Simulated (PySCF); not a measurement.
CH5B2Si, CH4BFSi, CH5B2Cl (calculated)

Calculation on a computer-drawn molecule: the log of a Hartree-Fock and frozen-core CCSD(T) single point meant for a local Hartree-Fock minimum, with one planted fault or none, to be diagnosed. Offsets are logged minus clean, where the clean run is the same molecule without the fault. The reference is restricted for singlets and unrestricted otherwise, and also for a bond in bohr or an excited solution. Adding or removing an electron swaps singlet and doublet. The excited solution moves the top pair (singlet) or top alpha electron (doublet) to the lowest empty orbital. Highest occupied and lowest empty are orbital energies over both spins, largest force is the largest gradient component, triples share is (T) over the correlation energy, the T1 limit is 0.02 restricted and 0.045 unrestricted, electrons count all cores, a negative frequency is imaginary (commonest isotopes), and the dipole is about the centre of nuclear charge. Program: PySCF 2.14.0.

Common to all runs: meant charge 0; meant basis cc-pV(D+d)Z; logged SCF converged yes; possible faults no fault, one electron removed, one electron added, multiplicity raised by two, geometry at a saddle point, SCF held on an excited solution, minimal basis STO-3G, one bond length entered in bohr, all coordinates scaled.

(1) CH5B2Si

Logged structure:
```xyz
9
CH5B2Si
B     -0.5204    -0.2331    -2.3557
C     -0.4135     1.2590    -2.0415
B     -0.2781     1.1706    -0.6636
Si    -0.0937     0.8239     1.2920
H     -0.6572    -0.6545    -3.4722
H     -0.4679    -1.0412    -1.4578
H     -0.4491     2.0529    -2.7681
H     -1.2207     1.3552     2.0862
H      1.2067     1.2624     1.8393
```

| Property | Result |
| --- | --- |
| meant multiplicity | 2 |
| logged electrons | 35 |
| logged basis functions | 29 |
| logged spin squared | 0.7562 |
| logged highest occupied | -7.0372 eV |
| logged lowest empty | 5.1523 eV |
| logged largest force | 0.038344 hartree/bohr |
| logged T1 diagnostic | 0.014212 |
| logged D1 diagnostic | 0.051945 |
| logged triples share | 0.025794 |
| logged CC converged | yes |
| logged dipole magnitude | 2.3546 debye |
| logged SCF stable within its kind | yes |
| logged energy HF | -374.53478 hartree |
| logged energy CCSD(T) | -374.75782 hartree |
| planted fault | minimal basis STO-3G |
| HF energy offset from clean run | 2799 kcal/mol |
| CCSD(T) energy offset from clean run | 2937 kcal/mol |

Drawn bonds:
```tsv
atom	other atom	order
1	2	1
2	3	2
3	4	1
1	5	1
1	6	1
2	7	1
4	8	1
4	9	1
```

(2) CH4BFSi

Logged structure:
```xyz
8
CH4BFSi
B     -3.2943     0.9812     0.5524
C     -1.9727     0.7362     1.2765
Si    -0.5240     1.4390     0.7537
F     -0.3953     2.4014    -0.5123
H     -4.3160     0.4748     0.9356
H     -3.3363     1.6898    -0.4203
H     -1.9096     0.1010     2.1560
H      0.8188     1.3127     1.3229
```

| Item | Value |
| --- | --- |
| meant multiplicity | 1 |
| logged electrons | 38 |
| logged basis functions | 85 |
| logged spin squared | 2.0245 |
| logged highest occupied | -6.0787 eV |
| logged lowest empty | -0.53101 eV |
| logged largest force | 0.1207 hartree/bohr |
| logged T1 diagnostic | 0.019777 |
| logged D1 diagnostic | 0.099183 |
| logged triples share | 0.022897 |
| logged CC converged | yes |
| logged dipole magnitude | 2.4774 debye |
| logged SCF stable within its kind | yes |
| logged energy HF | -453.16206 hartree |
| logged energy CCSD(T) | -453.68221 hartree |
| planted fault | multiplicity raised by two |
| HF energy offset from clean run | 60.9 kcal/mol |
| CCSD(T) energy offset from clean run | 79.81 kcal/mol |

Drawn bonds:
```tsv
atom	other atom	order
1	2	1
2	3	2
3	4	1
1	5	1
1	6	1
2	7	1
3	8	1
```

(3) CH5B2Cl

Logged structure:
```xyz
9
CH5B2Cl
B     -0.0397     0.3062    -0.0900
C      0.0673     1.8194    -0.5220
B      1.2686     2.0795    -1.4854
Cl     2.6256     3.1170    -1.0118
H     -0.1433    -0.0115     1.0621
H     -0.0387    -0.5561    -0.9268
H     -0.8288     1.9479    -1.1560
H      0.0196     2.5151     0.3148
H      1.3411     1.5862    -2.5705
```

| Property | Result |
| --- | --- |
| meant multiplicity | 1 |
| logged electrons | 37 |
| logged basis functions | 90 |
| logged spin squared | 0.7619 |
| logged highest occupied | -17.069 eV |
| logged lowest empty | -9.0013 eV |
| logged largest force | 0.029804 hartree/bohr |
| logged T1 diagnostic | 0.04664 |
| logged D1 diagnostic | 0.28779 |
| logged triples share | 0.031563 |
| logged CC converged | yes |
| logged dipole magnitude | 2.3243 debye |
| logged SCF stable within its kind | yes |
| logged energy HF | -549.30393 hartree |
| logged energy CCSD(T) | -549.80102 hartree |
| planted fault | one electron removed |
| HF energy offset from clean run | 239.5 kcal/mol |
| CCSD(T) energy offset from clean run | 248.6 kcal/mol |

Drawn bonds:
```tsv
atom	other atom	order
1	2	1
2	3	1
3	4	1
1	5	1
1	6	1
2	7	1
2	8	1
3	9	1
```

Notes: T1 above single-reference limit.

(4) CH5B2Cl

Structure as in entry 3.

| Item | Value |
| --- | --- |
| meant multiplicity | 1 |
| logged electrons | 38 |
| logged basis functions | 90 |
| logged spin squared | 0 |
| logged highest occupied | -4.3708 eV |
| logged lowest empty | -5.09 eV |
| logged largest force | 0.17129 hartree/bohr |
| logged CC converged | no |
| logged dipole magnitude | 1.6438 debye |
| logged SCF stable within its kind | no |
| logged energy HF | -549.13178 hartree |
| planted fault | SCF held on an excited solution |
| HF energy offset from clean run | 347.5 kcal/mol |

Drawn bonds:
```tsv
atom	other atom	order
1	2	1
2	3	1
3	4	1
1	5	1
1	6	1
2	7	1
2	8	1
3	9	1
```

Notes: CCSD not converged.
